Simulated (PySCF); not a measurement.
**Arsenic: a sound run and one with changed settings**

Sound run: As [Ar] 3d10 4s2 4p3, As⁺ [Ar] 3d10 4s2 4p2. Computed with PySCF 2.14 in jorge-DZP-DKH (8s6p2d1f, 43 functions), with the spin-free X2C one-electron Hamiltonian (Gaussian nucleus). In the sound run the correlated levels freeze [Ar] 3d10. The sound run starts from symmetry-adapted Hartree-Fock orbitals and uses a fine grid where one is needed.

A second run was set up differently.

| species | method | sound run (hartree) | changed run (hartree) | converged |
| --- | --- | --- | --- | --- |
| As | MP2 | -2258.91863 | -2258.89743 | yes |
| As | CCSD(T) | -2258.92440 | -2258.89824 | yes |
| As⁺ | MP2 | -2258.57238 | -2258.54847 | yes |
| As⁺ | CCSD(T) | -2258.58114 | -2258.54880 | yes |

Ionisation energy of As:

| method | sound run (eV) | changed run (eV) |
| --- | --- | --- |
| UHF | 9.438 | 9.438 |
| MP2 | 9.422 | 9.496 |
| SCS-MP2 | 9.362 | 9.457 |
| CCSD | 9.341 | 9.509 |
| CCSD(T) | 9.341 | 9.509 |

(1) What was changed?
A. a valence shell is frozen
B. basis contracted for another Hamiltonian
C. level shift left on
D. all electrons correlated in a valence basis

Results:

(1) A. Freezing a valence shell removes pair correlation that changes on ionisation.
